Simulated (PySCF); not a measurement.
Mapped SMILES: `[CH2:1]=[CH:2][CH2:3][CH2:4][C:5](=[O:6])[O:7][SiH3:8]`; H(Xn) means a hydrogen on atom n. Ha(C1) is cis to C3; Hb(C1) is trans to C3.

[PySCF 2.14.0 with density-fitted response routines: coordinates at the GFN2-xTB level; NMR shieldings at PBE0/pcSseg-1/GIAO; no relativistic terms; single conformer; averaged over atoms made equivalent by symmetry, fast rotation or ring inversion; no solvent model]

Q: Predict the 2D correlation tables (HSQC, COSY, HMBC).

A: 

HSQC (one-bond C–H):
```csv
δH,δC
6.20 (H(C2)),147.7 (C2)
5.43 (Ha(C1)),122.8 (C1)
5.31 (Hb(C1)),122.8 (C1)
2.51 (H(C3)),38.2 (C3)
2.43 (H(C4)),40.4 (C4)
```

COSY cross peaks (H two or three bonds apart, from the bond graph; peaks can be absent where the dihedral angle is near 90°):
```csv
δH,δH
6.20 (H(C2)),5.43 (Ha(C1))
6.20 (H(C2)),5.31 (Hb(C1))
6.20 (H(C2)),2.51 (H(C3))
5.43 (Ha(C1)),5.31 (Hb(C1))
2.51 (H(C3)),2.43 (H(C4))
```

HMBC (two and three bonds, from the bond graph):
```csv
δH,δC
6.20 (H(C2)),"122.8 (C1), 40.4 (C4), 38.2 (C3)"
5.43 (Ha(C1)),"147.7 (C2), 38.2 (C3)"
5.31 (Hb(C1)),"147.7 (C2), 38.2 (C3)"
4.69 (H(Si8)),179.9 (C5)
2.51 (H(C3)),"179.9 (C5), 147.7 (C2), 122.8 (C1), 40.4 (C4)"
2.43 (H(C4)),"179.9 (C5), 147.7 (C2), 38.2 (C3)"
```

Scale: TMS for $^{1}$H (σref 31.72), $^{13}$C (σref 186.93) (reference shieldings calculated alike).

Short H···H contacts in this conformer between protons four or more bonds apart (candidates for NOE cross peaks, intensity ∝ r⁻⁶): Ha(C1)···H(C3) 2.41 Å, H(C2)···H(C4) 2.63 Å.

Shifts are as computed. Against solution values, carbons near 30 ppm lie about +3 ppm off and those near 130 ppm about +5 ppm. Of 1211 compounds with measured shifts, 218 miss one by over three times the rms of a fit or turn the order of signals round; such compounds aren't used in these exercises.
